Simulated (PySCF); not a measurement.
SiH3F, SMILES F[SiH3]. Atoms are numbered in the order given.

```xyz
5

Si     0.0000     0.0000    -0.5002
F      0.0000     0.0000     1.1004
H     -1.2168    -0.7025    -0.9669
H      0.0000     1.4050    -0.9669
H      1.2168    -0.7025    -0.9669
```

The structure is a stationary point at r2SCAN-D4/def2-TZVP.

Calculation: CAM-B3LYP/def2-TZVPD (PySCF).

**Question.** Estimate the frontier levels, gap, dipole moment and polarisability. (The exact figures need the calculation; the answer reports its results.)

**Answer.** 
* **highest occupied level**: -11.26 eV
* **lowest empty level**: 0.52 eV
* **orbital gap**: 11.79 eV
* **dipole moment**: 1.34 D
* **quadrupole, principal values (traceless, Buckingham form, about the centre of nuclear charge)**: -1.28, 0.64, 0.64 D·Å
* **mean static polarisability**: 28.5 bohr³ (4.22 Å³)
* **polarisability, principal values**: 26.8, 29.3, 29.3 bohr³
